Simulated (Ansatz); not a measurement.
Cartesian coordinates in Å:
```
Cl 1.129 0.658 -2.382
Si -0.259 0.475 -0.897
O 0.282 0.931 0.622
Si 0.038 -0.733 0.902
H -1.475 1.181 -1.351
H 1.283 -1.487 1.182
H -0.997 -1.026 1.924
```

Total charge 0; spin multiplicity 1.

(1) List the ωB97M-V/def2-TZVPP orbital energies in eV (Ansatz). (Estimate.)

## Answers

(1) Computed: Occupied: -2772.16, -1808.53, -1807.89, -526.26, -262.57, -200.03, -199.92, -199.91, -149.45, -148.90, -103.59, -103.57, -103.52, -103.05, -103.00, -102.97, -30.69, -26.07, -17.84, -17.42, -14.47, -14.37, -13.77, -12.87, -12.29, -11.80, -11.45, -9.22. Lowest empty: 0.61, 1.42, 1.92, 2.82, 3.17, 3.70, 5.15, 5.46.
